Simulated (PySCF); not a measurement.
B(I)2(Me) (CH₃BI₂), SMILES CB(I)I.

The structure is a stationary point at B3LYP-D3(BJ)/def2-SVP. The def2 effective core potentials stand for the cores of I; spin–orbit coupling is left out.

Method: PySCF with PBE/def2-TZVP.

Computed frontier levels, gap, dipole moment and polarisability:
```
Property                                                                                                         Value
---------------------------------------------------------------------------------------------  -----------------------
highest occupied level                                                                                        -6.26 eV
lowest empty level                                                                                            -2.78 eV
orbital gap                                                                                                    3.48 eV
dipole moment                                                                                                   1.21 D
quadrupole, principal values (traceless, Buckingham form, about the centre of nuclear charge)   -1.42, -1.07, 2.49 D·Å
mean static polarisability                                                                       95.7 bohr³ (14.18 Å³)
polarisability, principal values                                                               66.9, 91.1, 129.1 bohr³
```
